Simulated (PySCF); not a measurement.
1-chloro-1-fluorocyclobutane (C₄H₆ClF), SMILES FC1(Cl)CCC1.

Geometry: PBE0-D3(BJ)/def2-SVP.

Level of theory: TDDFT-PBE0/def2-SVPD (PySCF 2.14.0).

Vertical excitations.  State labels are in the subgroup Cs.

Computed lowest excited states:
```json
[
 {"state": "S1", "symmetry": "A\"", "energy (eV)": "7.15", "λ (nm)": "173", "f": "0.000", "main pairs": "HOMO→LUMO 96 %"},
 {"state": "S2", "symmetry": "A'", "energy (eV)": "7.64", "λ (nm)": "162", "f": "0.007", "main pairs": "HOMO−1→LUMO 94 %"},
 {"state": "S3", "symmetry": "A\"", "energy (eV)": "8.21", "λ (nm)": "151", "f": "0.061", "main pairs": "HOMO→LUMO+1 92 %"},
 {"state": "S4", "symmetry": "A\"", "energy (eV)": "8.51", "λ (nm)": "146", "f": "0.025", "main pairs": "HOMO−3→LUMO 84 %"},
 {"state": "S5", "symmetry": "A\"", "energy (eV)": "8.58", "λ (nm)": "144", "f": "0.005", "main pairs": "HOMO→LUMO+2 74 %"},
 {"state": "S6", "symmetry": "A'", "energy (eV)": "8.61", "λ (nm)": "144", "f": "0.082", "main pairs": "HOMO−2→LUMO 82 %"},
 {"state": "S7", "symmetry": "A'", "energy (eV)": "8.76", "λ (nm)": "142", "f": "0.043", "main pairs": "HOMO−1→LUMO+1 76 %"},
 {"state": "S8", "symmetry": "A\"", "energy (eV)": "8.85", "λ (nm)": "140", "f": "0.001", "main pairs": "HOMO→LUMO+4 80 %, HOMO→LUMO+2 14 %"},
 {"state": "S9", "symmetry": "A'", "energy (eV)": "8.99", "λ (nm)": "138", "f": "0.010", "main pairs": "HOMO→LUMO+3 85 %"},
 {"state": "S10", "symmetry": "A'", "energy (eV)": "9.10", "λ (nm)": "136", "f": "0.061", "main pairs": "HOMO−2→LUMO+1 51 %, HOMO−1→LUMO+2 30 %, HOMO−1→LUMO+4 10 %"},
 {"state": "T1", "symmetry": "A\"", "energy (eV)": "6.46", "λ (nm)": "192", "f": "0", "main pairs": "HOMO→LUMO 92 %"},
 {"state": "T2", "symmetry": "A'", "energy (eV)": "6.90", "λ (nm)": "180", "f": "0", "main pairs": "HOMO−1→LUMO 91 %"},
 {"state": "T3", "symmetry": "A'", "energy (eV)": "7.72", "λ (nm)": "161", "f": "0", "main pairs": "HOMO−2→LUMO 88 %"},
 {"state": "T4", "symmetry": "A\"", "energy (eV)": "8.05", "λ (nm)": "154", "f": "0", "main pairs": "HOMO−3→LUMO 82 %"}
]
```
Triplets are in the Tamm–Dancoff approximation, which puts them higher than full response would, so one can lie above its singlet here.
